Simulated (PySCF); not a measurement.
Cl2H4OSi2, SMILES Cl[SiH2]O[SiH2]Cl. Atoms are numbered in the order given.

```xyz
9

Si     1.4265     0.6412     0.6697
Cl     2.0913    -0.4669    -0.9537
O      0.0000     0.0000     1.2128
Si    -1.4265    -0.6412     0.6697
Cl    -2.0913     0.4669    -0.9537
H      1.2286     2.0400     0.2250
H      2.4204     0.5317     1.7601
H     -2.4204    -0.5317     1.7601
H     -1.2286    -2.0400     0.2250
```

Geometry: B3LYP-D3(BJ)/def2-SVP. The values are those of a single conformer.

The numbers are results of PySCF with B3LYP-D3(BJ)/def2-SVP, not measurements.

Frequencies are harmonic and unscaled.

| mode | ν (cm⁻¹) | IR (km/mol) | Raman (Å⁴/amu) | depolarisation | moving atoms (share of kinetic energy) |
|---|---|---|---|---|---|
| 1 | 29 | 0.3 | 0.5 | 0.75 | Cl 77 %, Si 12 % |
| 2 | 50 | 3.9 | 0.7 | 0.75 | Si 37 %, O 23 %, Cl 21 %, H 19 % |
| 3 | 62 | 0.7 | 0.6 | 0.68 | Cl 43 %, Si 38 %, H 15 % |
| 4 | 246 | 14.2 | 2.8 | 0.75 | O 48 %, Cl 27 %, Si 18 % |
| 5 | 297 | 3.0 | 2.9 | 0.67 | O 54 %, Si 21 %, Cl 18 % |
| 6 | 528 | 50.8 | 11.5 | 0.01 | Si 54 %, Cl 39 % |
| 7 | 542 | 57.0 | 5.1 | 0.75 | Si 51 %, Cl 44 % |
| 8 | 624 | 0.5 | 8.7 | 0.71 | Si 51 %, H 40 % |
| 9 | 640 | 64.1 | 0.7 | 0.75 | H 80 %, Si 15 % |
| 10 | 654 | 61.4 | 17.5 | 0.68 | H 60 %, Si 26 %, O 11 % |
| 11 | 735 | 19.8 | 4.1 | 0.75 | H 91 % |
| 12 | 739 | 20.7 | 19.0 | 0.72 | H 90 % |
| 13 | 890 | 503.6 | 7.0 | 0.75 | H 83 %, Si 14 % |
| 14 | 942 | 299.9 | 11.9 | 0.54 | H 85 %, Si 13 % |
| 15 | 969 | 230.8 | 14.7 | 0.75 | H 95 % |
| 16 | 983 | 3.5 | 19.8 | 0.75 | H 92 %, Si 8 % |
| 17 | 1094 | 390.7 | 0.4 | 0.75 | O 76 %, Si 16 %, H 8 % |
| 18 | 2272 | 161.4 | 27.2 | 0.75 | H 98 % |
| 19 | 2274 | 0.3 | 268.9 | 0.10 | H 97 % |
| 20 | 2284 | 118.9 | 79.7 | 0.75 | H 96 % |
| 21 | 2286 | 130.2 | 171.0 | 0.16 | H 96 % |
